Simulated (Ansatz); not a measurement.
Saddle point of SiH4Cl2F2, singlet (SiH₂Cl₂ ([Cl][SiH2][Cl]) + HF + HF → SiH₂ClF ([F][SiH2][Cl]) + HCl + HF; bonds formed: Si1–F7, Cl2–H8, H6–F9; bonds broken: Si1–Cl2, H6–F7, H8–F9), PBE0-D4/def2-TZVP structure:

```tsv
atom	x (Å)	y (Å)	z (Å)
Si1	-0.9331	0.5063	-0.3193
Cl2	1.3506	0.6561	-0.6621
H3	-1.6233	-0.4684	-1.1770
H4	-1.4270	1.2154	0.8699
Cl5	-1.0988	2.1493	-1.6550
H6	0.7103	-1.3311	1.0139
F7	-0.4797	-0.8606	0.7627
H8	1.7732	-0.4347	0.1786
F9	1.7279	-1.4324	0.9883
```

Energies are electronic, without zero-point energy. Barriers and step energies count from the start structure reached by relaxing down the imaginary mode; all methods use the PBE0-D4 structures, on which another method's saddle can fall below an end. Program: Ansatz 0.2.0. Basis: def2-TZVPP, with def2-QZVPP for the basis limit. Cores are frozen in the correlated methods. B3LYP uses VWN-RPA correlation. Extrapolation: Hartree–Fock as exp(−7.88 √X), correlation as X^−2.97.

```json
{"method": "SPW92", "barrier (kJ/mol)": "30.4", "step energy (kJ/mol)": "-11.3"}
{"method": "PBE-D4", "barrier (kJ/mol)": "77.0", "step energy (kJ/mol)": "-18.7"}
{"method": "BLYP-D4", "barrier (kJ/mol)": "89.8", "step energy (kJ/mol)": "-29.7"}
{"method": "r2SCAN-D4", "barrier (kJ/mol)": "83.3", "step energy (kJ/mol)": "-27.4"}
{"method": "B97M-V", "barrier (kJ/mol)": "105.5", "step energy (kJ/mol)": "-34.6"}
{"method": "PBE0-D4", "barrier (kJ/mol)": "94.4", "step energy (kJ/mol)": "-21.5"}
{"method": "B3LYP-D4", "barrier (kJ/mol)": "101.1", "step energy (kJ/mol)": "-31.5"}
{"method": "r2SCAN0-D4", "barrier (kJ/mol)": "96.8", "step energy (kJ/mol)": "-27.4"}
{"method": "BHLYP-D4", "barrier (kJ/mol)": "?", "step energy (kJ/mol)": "-35.2"}
{"method": "CAM-B3LYP-D4", "barrier (kJ/mol)": "97.3", "step energy (kJ/mol)": "-35.9"}
{"method": "wB97X-V", "barrier (kJ/mol)": "102.8", "step energy (kJ/mol)": "-30.1"}
{"method": "wB97M-V", "barrier (kJ/mol)": "?", "step energy (kJ/mol)": "-27.8"}
{"method": "B2PLYP", "barrier (kJ/mol)": "107.8", "step energy (kJ/mol)": "-35.4"}
{"method": "PBE-QIDH", "barrier (kJ/mol)": "106.2", "step energy (kJ/mol)": "-26.5"}
{"method": "RPA on PBE", "barrier (kJ/mol)": "109.5", "step energy (kJ/mol)": "-38.7"}
{"method": "HF", "barrier (kJ/mol)": "175.5", "step energy (kJ/mol)": "-52.7"}
{"method": "MP2", "barrier (kJ/mol)": "?", "step energy (kJ/mol)": "-29.4"}
{"method": "CCSD", "barrier (kJ/mol)": "124.7", "step energy (kJ/mol)": "-37.7"}
{"method": "CCSD(T)", "barrier (kJ/mol)": "114.1", "step energy (kJ/mol)": "-34.0"}
```

(1) Fill in the withheld barriers. (To be estimated.)

T1 diagnostic: at most 0.011.

## Answers

(1) The calculation gives: MP2 109.3; wB97M-V 99.6; BHLYP-D4 119.3 kJ/mol. Each is the energy of the saddle less that of the start structure, by the same method.

For comparison, the barrier by CCSD(T) at an estimated basis limit (MP2 extrapolated from triple and quadruple zeta, plus CCSD(T) − MP2 in triple zeta) is 113.4 kJ/mol.

Labels in which every atom is bracketed show which atoms are joined, not bond orders.

For scale, one of the runs: CCSD(T)/def2-TZVPP, 244 basis functions, launched by `ansatz run in.yaml --threads 8 --pin off --events-out ev --progress --plain --max-ram 19148MiB`. The run took 2.2 min on 8 CPU threads of an Intel Xeon (shared host), with 4.8 GiB of host memory at its peak.
